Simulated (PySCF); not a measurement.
## Telling isomers of C₅H₇F₃O apart by NMR

[PySCF 2.14.0 with density-fitted response routines: σ from GIAO-PBE0/pcSseg-1; coordinates at the GFN2-xTB level; relativity neglected; isolated molecule; one averaged value for each set of equivalent atoms; one computed conformer]

δ = σ(ref) − σ, references computed at the same level: TMS for $^{1}$H, $^{13}$C. Splittings of carbon signals by F and P are missing where no couplings were computed. Where no couplings were computed, multiplicities follow the n + 1 count of equivalent neighbours, and m marks all less simple cases (inequivalent or close neighbours, rings, F or P nearby). Shifts are as computed. Against solution values, carbons near 30 ppm lie about +3 ppm off and those near 130 ppm about +5 ppm. Of 1211 compounds with measured shifts, 218 miss one by over three times the rms of a fit or turn the order of signals round; such compounds aren't used in these exercises.

(1) Tabulate the signals of `C[C@]1(C(F)(F)F)CCO1`, `FC(F)O[C@H]1C[C@@H](F)C1`, `C=CCCOC(F)(F)F` and their relative energies.

(2) What is the quickest way to tell C[C@]1(C(F)(F)F)CCO1 from FC(F)O[C@H]1C[C@@H](F)C1?

(3) What is the quickest way to tell C[C@]1(C(F)(F)F)CCO1 from C=CCCOC(F)(F)F?

(4) What is the quickest way to tell FC(F)O[C@H]1C[C@@H](F)C1 from C=CCCOC(F)(F)F?

Answers

(1) 
```json
{"SMILES": "C[C@]1(C(F)(F)F)CCO1", "carbon types": "2×C 2×CH2 1×CH3", "δC": "135.3, 85.4, 68.1, 30.7, 23.2", "δH": "4.81 (m, 1H), 4.60 (m, 1H), 2.86 (m, 1H), 2.48 (m, 1H), 1.57 (s, 3H)", "E rel. (kcal/mol)": "1.9"}
{"SMILES": "FC(F)O[C@H]1C[C@@H](F)C1", "carbon types": "3×CH 2×CH2", "δC": "125.5, 82.3, 66.1, 42.4", "δH": "6.22 (m, 1H), 4.85 (m, 1H), 3.71 (m, 1H), 2.91 (m, 2H), 2.84 (m, 2H)", "E rel. (kcal/mol)": "9.0"}
{"SMILES": "C=CCCOC(F)(F)F", "carbon types": "1×C 1×CH 3×CH2", "δC": "144.5, 130.8, 123.4, 72.8, 39.2", "δH": "6.57 (m, 1H), 5.50 (m, 1H), 5.47 (m, 1H), 4.22 (t, 2H), 2.47 (m, 2H)", "E rel. (kcal/mol)": "0.0"}
```

Energies are electronic energies at PBE0/pcSseg-1 on these geometries, without zero-point or thermal terms, each for the one conformer computed, which needn't be the lowest.

(2) Count the carbon signals: 5 against 4. The first has a CF3 carbon (C) at 135.3 ppm, the second an sp3 CH bonded to 2 F and O at 125.5 ppm. In the proton spectra the most deshielded non-exchanging signals are 4.81 (m, 1H) and 6.22 (m, 1H).

(3) Both give the same number of carbon signals, but DEPT or the intensities differ. The first has a methyl carbon (CH3) at 23.2 ppm, the second an alkene CH at 144.5 ppm. Their most deshielded carbons lie at 135.3 and 144.5 ppm. In the proton spectra the most deshielded non-exchanging signals are 4.81 (m, 1H) and 6.57 (m, 1H).

(4) Count the carbon signals: 4 against 5. The first has an sp3 CH bonded to F at 82.3 ppm, the second a CF3 carbon (C) at 130.8 ppm. Their most deshielded carbons lie at 125.5 and 144.5 ppm.
